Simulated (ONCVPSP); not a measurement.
## cobalt, ONCV: configuration errors across variants

ONCVPSP 4.0.1 input, shortened (lines: element, Z, core and valence counts, functional; n l f; lmax; l rc ep ncon nbas qcut; lloc lpopt rc5 dvloc0; l nproj debl; icmod fcfact rcfact), PW91, scalar-relativistic:

```
  Co 27.00    3    5  -109134      upf
    1    0    2.00
    2    0    2.00
    2    1    6.00
    3    0    2.00
    3    1    6.00
    3    2    7.00
    4    0    1.50
    4    1    0.50
    3
    0    1.50    0.00    4    8    6.50
    1    1.30    0.00    4    8   12.00
    2    1.75    0.00    4    8   10.20
    3    1.70    0.45    5   10    6.20
    4    5    0.90    0.00
    0    2    2.60
    1    2    1.70
    2    1    0.50
    3    2    3.70
    0    0.00    0.00
```

All-electron excitation energies from the reference (eV): (1) 3s2 3p6 3d7 4s2 4p0 -2.144; (2) 3s2 3p6 3d7 4s1 4p0 6.952; (3) 3s2 3p6 3d7 4s0 4p0 23.792; (4) 3s2 3p6 3d7 4s1.5 4p0 1.490.

2 further variants failed, have other tests or too few solved ones, and are left out.

Errors AE − PS in meV (a dash: test not solved or not reliable):

```tsv
change	(1)	(2)	(3)	(4)	bound ghosts	GHOST(+) flags above zero
base	+0.4	+0.5	+5.4	0.0	none	none
local potential polynomial inside 0.90 bohr (lpopt 5, dvloc0 9.5 Ha)	+0.4	+0.5	+5.5	0.0	none	none
local potential polynomial inside 1.25 bohr (lpopt 5, dvloc0 1 Ha)	+0.4	+0.5	+5.4	0.0	none	none
```

Question: Give the same row for: p: rc 1.2.

Answer: +0.4, +0.5, +5.5, 0.0; bound ghosts: none; GHOST(+) flags above zero: none.
